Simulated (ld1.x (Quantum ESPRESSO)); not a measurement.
# Ca: excitation energies, all-electron against RRKJ

ld1.x (Quantum ESPRESSO) 7.5 input, shortened:

```
&input
   title='Ca', zed=20., rel=1, dft='PBE', iswitch=3,
   config='[Ar] 3d1 4s1 4p0'
 /
 &inputp
   pseudotype=2, tm=.false., rho0=0.001, lloc=0,
   nlcc=.false.
 /
3
3P  2  1   6.00   0.00  1.95  1.95  0.0
3D  3  2   1.00   0.00  2.00  2.00  0.0
4S  1  0   1.00   0.00  3.00  3.00  0.0
 &test
   configts(1)='3p6 3d1 4s1 4p0'
 /
```

Energies are relative to the spin-unpolarised reference configuration 3p6 3d1 4s1 4p0; without spin polarisation the order of configurations can differ from experiment. The frozen-core shift is the all-electron ΔE with the core orbitals held at their reference shape minus the fully relaxed ΔE.

Problem. Give the all-electron excitation energy and the error of the potential for: 3p6 3d0 4s2 4p0; 3p6 3d0 4s1 4p0; 3p6 3d0 4s0 4p0; 3p6 3d0 4s1.5 4p0; 3p5 3d0 4s2 4p0; 3p6 3d1 4s0 4p0; 3p6 3d0 4s0 4p1.

Solution.

| valence configuration | charge | ΔE all-electron (eV) | error AE − PS (meV) | frozen-core shift (meV) |
| --- | --- | --- | --- | --- |
| 3p6 3d0 4s2 4p0 | 0 | -2.282 | -36 | +8.8 |
| 3p6 3d0 4s1 4p0 | +1 | 4.027 | -15 | +13 |
| 3p6 3d0 4s0 4p0 | +2 | 15.848 | +35 | +26 |
| 3p6 3d0 4s1.5 4p0 | +0.5 | 0.221 | -28 | +10 |
| 3p5 3d0 4s2 4p0 | +1 | 32.386 | -500 | +213 |
| 3p6 3d1 4s0 4p0 | +1 | 5.406 | -2.7 | +1.4 |
| 3p6 3d0 4s0 4p1 | +1 | 7.075 | -718 | +17 |

ld1.x printed “convergence not achieved” for 3 of the counted tests; their residual had stalled under 1e-8, short of the target of 1e-14.
